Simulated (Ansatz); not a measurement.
Start from `N[SiH2]C1=CS1` and change one atom or group to get `OC1=CS1`.

Ansatz, PBE0-D4/def2-TZVP geometries, multiplicity 1. Each molecule was computed in one conformer, which needn't be the lowest.

| property | `N[SiH2]C1=CS1` |
| --- | --- |
| HOMO energy (B3LYP/def2-TZVPP) / eV | -5.24 |
| LUMO energy (ωB97M-V/def2-TZVPP) / eV | 1.29 |
| LUMO energy (PBE/def2-TZVPP) / eV | -1.81 |
| HOMO–LUMO gap (PBE0/def2-TZVPP) / eV | 4.62 |
| HOMO–LUMO gap (B3LYP/def2-TZVPP) / eV | 4.20 |
| LUMO energy (PBE0/def2-TZVPP) / eV | -0.85 |

(1) What does the change do to each property? (Best estimate.)

## Answers

(1) Computed: 
| property | `OC1=CS1` | shift |
| --- | --- | --- |
| HOMO energy (B3LYP/def2-TZVPP) / eV | -5.15 | 0.09 |
| LUMO energy (ωB97M-V/def2-TZVPP) / eV | 1.37 | 0.08 |
| LUMO energy (PBE/def2-TZVPP) / eV | -1.47 | 0.34 |
| HOMO–LUMO gap (PBE0/def2-TZVPP) / eV | 4.85 | 0.23 |
| HOMO–LUMO gap (B3LYP/def2-TZVPP) / eV | 4.36 | 0.16 |
| LUMO energy (PBE0/def2-TZVPP) / eV | -0.50 | 0.35 |

With PBE0 the HOMO rises by 0.11 eV and the LUMO rises by 0.35 eV, so the gap widens by about 0.24 eV. PBE moves the HOMO by 0.14 eV and ωB97M-V by 0.10 eV.

B3LYP here is the variant with VWN-RPA as its local correlation; programs differ in this.
